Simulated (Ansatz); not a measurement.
Molecule: sum formula BNH5, net charge -1, singlet state. It need not be the lowest isomer of its formula. Whether it binds its extra electron was not tested at this geometry. 
Geometry from a B3LYP-D3(BJ)/def2-TZVP (Ansatz, a first-principles code) optimisation:
SMILES: [BH3-]N
```xyz
7

B     -0.7935     0.0734    -0.0069
N      0.7583    -0.1831     0.0344
H     -1.3106    -0.6699    -0.8536
H     -1.1126     1.2529    -0.2929
H     -1.2830    -0.1883     1.1016
H      1.1939     0.4521     0.6999
H      1.1719     0.0676    -0.8613
```
Charge -1, spin multiplicity 1.

Basis-set convergence of Hartree-Fock and CCSD(T) correlation energies (hartree) with Ansatz. Cores are frozen in the correlated levels unless marked. No spin-orbit coupling. No relativistic terms. This anion needs diffuse functions, which these sets lack.

| basis | functions | E(HF) | E(corr, CCSD(T)) |
|---|---|---|---|
| cc-pVDZ | - | -82.02446 | -0.34310 |
| cc-pVTZ | 130 | -82.05737 | -0.41665 |
| cc-pVQZ | 260 | (withheld) | (withheld) |

Problem. What belongs in the gaps?

Solution. 
- cc-pVQZ, E(HF): -82.06529
- cc-pVQZ, E(corr, CCSD(T)): -0.43839
